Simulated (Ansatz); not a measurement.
Z-matrix (Å, degrees):
```
C
C 1 1.495
Cl 1 1.792 2 110.7
Si 1 1.903 2 111.4 3 -119.3
H 1 1.092 2 110.4 3 118.4
N 2 1.262 1 126.5 3 -144.1
H 2 1.093 1 115.1 3 38.6
H 4 1.482 1 108.4 2 57.0
H 4 1.486 1 108.2 2 -62.6
H 4 1.482 1 108.6 2 177.5
H 6 1.022 2 111.5 1 3.2
```

The species carries charge 0 and has multiplicity 1.

(1) List the CAM-B3LYP/def2-TZVPP orbital energies in eV (Ansatz 0.2.0). (An estimate is asked.)

## Answers

(1) Ansatz gave: Occupied: -2764.75, -1801.43, -391.61, -280.76, -280.63, -259.49, -198.61, -198.36, -198.36, -146.03, -101.36, -101.34, -101.34, -27.57, -25.90, -21.57, -18.79, -17.17, -15.60, -14.48, -13.35, -12.96, -11.81, -11.62, -10.91, -10.57, -9.86, -9.24. Lowest empty: 0.26, 0.94, 1.84, 1.94, 2.25, 2.56, 2.63, 3.41.
